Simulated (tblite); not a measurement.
C3H9F3GeSi.
Numbering: `[F:1][Ge:2]([F:3])([F:4])[CH2:5][CH2:6][CH2:7][SiH3:8]` (hydrogens: H9, H10 on C5; H11, H12 on C6; H13, H14 on C7; H15, H16, H17 on Si8)

Computed with GFN2-xTB (tblite), gas phase: L-BFGS steps from a force-field or distance-geometry start until the largest atomic force falls under 0.01 eV/Å.

At the end of the run (lengths in Å): Ge2–C5 2.004, C5–H10 1.090, C6–C7 1.525, C7–Si8 1.907, C6–H12 1.094, Si8–H17 1.461, Ge2–F4 1.736, F4–Ge2–C5 119.7°, F1–Ge2–C5 116.3°, F1–Ge2–F3 101.7°, Ge2–C5–C6 112.7°, F1–Ge2–C5–C6 -39°, Ge2–C5–C6–C7 -54°, C5–C6–C7–Si8 -60°, H15–Si8–C7–C6 74°, H13–C7–Si8–H15 -164°.

Question: These geometries were met on the way; a selection of coordinates is given. Order them by energy above the end point, lowest first.
A. Ge2–C5 2.003, C5–H10 1.088, C6–C7 1.525, C7–Si8 1.905, C6–H12 1.095, Si8–H17 1.455, Ge2–F4 1.739, F4–Ge2–C5 119.0°, F1–Ge2–C5 114.7°, F1–Ge2–F3 99.6°, Ge2–C5–C6 109.4°, F1–Ge2–C5–C6 -28°, Ge2–C5–C6–C7 -56°, C5–C6–C7–Si8 -60°, H15–Si8–C7–C6 47°, H13–C7–Si8–H15 170°
B. Ge2–C5 1.949, C5–H10 1.133, C6–C7 1.491, C7–Si8 1.873, C6–H12 1.126, Si8–H17 1.491, Ge2–F4 1.736, F4–Ge2–C5 107.1°, F1–Ge2–C5 109.6°, F1–Ge2–F3 107.4°, Ge2–C5–C6 110.0°, F1–Ge2–C5–C6 -24°, Ge2–C5–C6–C7 -61°, C5–C6–C7–Si8 -60°, H15–Si8–C7–C6 49°, H13–C7–Si8–H15 177°
C. Ge2–C5 1.964, C5–H10 1.084, C6–C7 1.525, C7–Si8 1.907, C6–H12 1.090, Si8–H17 1.444, Ge2–F4 1.764, F4–Ge2–C5 114.9°, F1–Ge2–C5 111.8°, F1–Ge2–F3 102.6°, Ge2–C5–C6 108.4°, F1–Ge2–C5–C6 -29°, Ge2–C5–C6–C7 -58°, C5–C6–C7–Si8 -59°, H15–Si8–C7–C6 46°, H13–C7–Si8–H15 172°
D. Ge2–C5 1.954, C5–H10 1.068, C6–C7 1.531, C7–Si8 1.904, C6–H12 1.086, Si8–H17 1.438, Ge2–F4 1.752, F4–Ge2–C5 110.8°, F1–Ge2–C5 110.8°, F1–Ge2–F3 105.3°, Ge2–C5–C6 108.5°, F1–Ge2–C5–C6 -27°, Ge2–C5–C6–C7 -59°, C5–C6–C7–Si8 -58°, H15–Si8–C7–C6 47°, H13–C7–Si8–H15 174°
E. Ge2–C5 1.998, C5–H10 1.098, C6–C7 1.531, C7–Si8 1.909, C6–H12 1.098, Si8–H17 1.475, Ge2–F4 1.746, F4–Ge2–C5 117.2°, F1–Ge2–C5 112.8°, F1–Ge2–F3 101.1°, Ge2–C5–C6 108.6°, F1–Ge2–C5–C6 -30°, Ge2–C5–C6–C7 -56°, C5–C6–C7–Si8 -60°, H15–Si8–C7–C6 47°, H13–C7–Si8–H15 171°

Answer: A (0.053 eV), E (0.093 eV), C (0.162 eV), D (0.266 eV), B (0.493 eV).

| step | E above end (eV) | rms distance from the end, all atoms (Å) | largest force (eV/Å) | rms shift of all bonds from the end (Å) |
| --- | --- | --- | --- | --- |
| 13 | 0.053 | 0.294 | 0.183 | 0.003 |
| 8 | 0.093 | 0.306 | 0.374 | 0.006 |
| 5 | 0.162 | 0.316 | 0.487 | 0.016 |
| 3 | 0.266 | 0.329 | 0.787 | 0.017 |
| 0 | 0.493 | 0.339 | 1.816 | 0.026 |

Rows stand in the order of the answer.
